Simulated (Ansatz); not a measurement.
Species: AsH2 (charge 0, doublet). SMILES: [AsH2]
Coordinates optimised at B3LYP-D3(BJ)/def2-TZVP (Ansatz, a program for electronic structure):
```xyz
3

As    -0.0239    -0.0491    -0.0281
H     -0.0021     1.4525    -0.3209
H      0.7904     0.1673     1.2490
```
Charge 0, spin multiplicity 2.

Quantity: vertical ionisation energy (to the singlet state of charge +1; each state is the SCF solution reached for its spin; for the singlet the Hartree-Fock reference is unstable and T1 is 0.012), in eV. Valence correlation only, unless marked. Open shells are spin-unrestricted. No spin-orbit coupling. The frozen core is the preceding noble-gas configuration, with the filled d and f shells of earlier blocks. Non-relativistic. CBS marks a two-point X^-3 extrapolation of the correlation energy; Hartree-Fock from the larger set.

```json
[
 {"level": "B3LYP/def2-TZVPD", "program": "Ansatz", "vertical ionisation energy (eV)": "(withheld)"},
 {"level": "CCSD(T)/CBS(aug-cc-pVTZ,aug-cc-pVQZ)", "program": "Ansatz", "vertical ionisation energy (eV)": "(withheld)"}
]
```

Problem. Some entries are withheld; supply them.

Solution. 
- B3LYP/def2-TZVPD, vertical ionisation energy (eV): 9.49
- CCSD(T)/CBS(aug-cc-pVTZ,aug-cc-pVQZ), vertical ionisation energy (eV): 9.41
